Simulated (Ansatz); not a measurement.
`CB(O)S` and `CCB(O)S` differ in one atom or group.

Ansatz, PBE0-D4/def2-TZVP geometries, multiplicity 1. Each molecule was computed in one conformer, which needn't be the lowest.

```
                                      property  `CB(O)S`
             HOMO energy (PBE/def2-TZVPP) / eV     -6.41
         LUMO energy (ωB97M-V/def2-TZVPP) / eV      1.77
zero-point energy (PBE0-D4/def2-TZVP) / kJ/mol     172.4
            HOMO energy (PBE0/def2-TZVPP) / eV     -7.66
size of the dipole moment (PBE/def2-TZVPP) / D      0.31
            LUMO energy (PBE0/def2-TZVPP) / eV      0.17
```

**Question.** What does the change do to each property? (An estimate is asked.)

**Answer.** The calculation gave: 
```json
{"property": "HOMO energy (PBE/def2-TZVPP) / eV", "`CCB(O)S`": "-6.37", "shift": "0.04"}
{"property": "LUMO energy (ωB97M-V/def2-TZVPP) / eV", "`CCB(O)S`": "1.76", "shift": "-0.01"}
{"property": "zero-point energy (PBE0-D4/def2-TZVP) / kJ/mol", "`CCB(O)S`": "248.5", "shift": "76.1"}
{"property": "HOMO energy (PBE0/def2-TZVPP) / eV", "`CCB(O)S`": "-7.61", "shift": "0.05"}
{"property": "size of the dipole moment (PBE/def2-TZVPP) / D", "`CCB(O)S`": "0.23", "shift": "-0.08"}
{"property": "LUMO energy (PBE0/def2-TZVPP) / eV", "`CCB(O)S`": "0.17", "shift": "0.00"}
```

The zero-point energy changes by 76.1 kJ/mol with +9 modes. Dipoles are sizes alone; their direction can turn.
